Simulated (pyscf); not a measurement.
# `[O]=[TiH][OH]`, singlet

Gas-phase minimum from PySCF at ωB97X-D3(BJ)/def2-SVP, one conformer. 

```
Ti
O 1 1.5784
O 1 1.7938 2 114.33
H 3 0.9628 1 132.44 2 -1.62
H 1 1.7373 2 111.85 3 -137.84
```

Properties at ωB97X-D3(BJ)/def2-SVP:

| Item | Value |
|---|---|
| Harmonic wavenumbers, unscaled | 213, 287, 514, 555, 597, 814, 1165, 1691, 3939 cm⁻¹ |
| Zero-point energy | 14.0 kcal/mol |
| Rotational symmetry number | 1 |
| Entropy of this conformer at 298 K and 1 atm, rigid rotor and harmonic oscillator, modes under 100 cm⁻¹ raised to 100 | 283.7 J/(mol K) |
| Dipole moment | 3.25 D |

Single-point totals, which compare only within one level (frozen core for MP2 and CC):

```json
[
 {"level": "ωB97X-D3(BJ)/def2-TZVP", "total energy (hartree)": "-1001.23823"},
 {"level": "PBE/def2-TZVP", "total energy (hartree)": "-1000.88871"},
 {"level": "r²SCAN/def2-TZVP", "total energy (hartree)": "-1001.15531"},
 {"level": "B3LYP-D3(BJ)/def2-TZVP", "total energy (hartree)": "-1001.27323"},
 {"level": "PBE0-D3(BJ)/def2-TZVP", "total energy (hartree)": "-1000.88206"},
 {"level": "M06-2X/def2-TZVP", "total energy (hartree)": "-1001.12621"},
 {"level": "ωB97M-D3(BJ)/def2-TZVP", "total energy (hartree)": "-1001.30429"},
 {"level": "HF/def2-TZVPP", "total energy (hartree)": "-999.39939"},
 {"level": "MP2/def2-TZVPP", "total energy (hartree)": "-1000.34267"},
 {"level": "CCSD/def2-TZVPP", "total energy (hartree)": "-1000.31833"},
 {"level": "CCSD(T)/def2-TZVPP", "total energy (hartree)": "-1000.37303"}
]
```

The CCSD(T) − MP2 part came from Ansatz, without density fitting, on the same reference. The frozen core leaves the outer d or s,p core shells of the metals and heavy elements correlated in the MP2 and CC values, and def2-TZVPP describes them poorly, so these totals are far from the basis limit.
